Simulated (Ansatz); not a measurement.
Mulliken charges of AlFH₄OSi, SMILES `O[SiH2][AlH][F]` from ωB97M-V/def2-TZVPP in Ansatz (PBE0-D4/def2-TZVP geometry).

```
atom   x (Å)   y (Å)   z (Å)  charge (e)
  O1  -0.660   1.595  -0.878      -0.380
 Si2   0.195   0.882   0.349       0.202
 Al3   0.317  -1.559   0.043       0.547
  F4  -0.770  -2.134  -1.071      -0.353
  H5  -1.366   1.082  -1.272       0.183
  H6  -0.407   1.199   1.681      -0.058
  H7   1.543   1.513   0.343      -0.036
  H8   1.240  -2.636   0.748      -0.106
```

Problem. By hand: the dipole of these point charges (1 e Å = 4.8032 D).

Solution. Σ q r = (0.322, -0.174, 0.384) e Å, of length 0.530 e Å = 2.55 D.

Problem. How does the dipole of the full density compare? (Best estimate.)

Solution. Ansatz gave: (0.029, -0.097, 0.143) e Å, 0.84 D; the point charges give 3.04 times that, at 29° from its direction.

Point charges leave out the atoms' own dipoles, such as those of lone pairs, and Mulliken's split depends on the basis, so the two needn't agree.
